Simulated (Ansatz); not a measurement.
CH5AlO2Si can be A, `O=[CH][Al]([OH])[SiH3]`, or B, `C[SiH]1[O][Al]1[OH]`.

Calculated with Ansatz (gas phase, PBE0-D4/def2-TZVP geometries, no zero-point term in ΔE). CCSD(T)/CBS adds triple-zeta CCSD(T) − MP2 to the extrapolated MP2 energy (def2 sets, frozen cores). DFT in def2-TZVPP. B3LYP here is the variant with VWN-RPA as its local correlation; programs differ in this. One conformer a species, not always the lowest.

(1) Which is lower in electronic energy at CCSD(T)/CBS, and by how much? (Best estimate.)

(2) Give E(B) − E(A) in kJ/mol with PBE0-D4, B2PLYP, B3LYP, MP2/def2-TZVPP, ωB97M-V, r2SCAN-D4, CCSD(T)/def2-TZVPP. (An estimate is asked.)

Largest T1 diagnostic: 0.016.

Results:

(1) The calculation gave: B, by 246.7 kJ/mol.

(2) Computed: PBE0-D4 -243.5, B2PLYP -239.9, B3LYP -228.0, MP2/def2-TZVPP -262.8, ωB97M-V -245.8, r2SCAN-D4 -255.8, CCSD(T)/def2-TZVPP -238.6. None reverses the order clearly.

In def2-TZVPP, CCSD(T) changes the Hartree–Fock value by −29.5 kJ/mol (the triples alone add −2.1 kJ/mol) and MP2 by −53.7 kJ/mol. From PBE to PBE0 (25 % exact exchange), in def2-TZVPP and without D4, E(B) − E(A) moves by −10.1 kJ/mol.
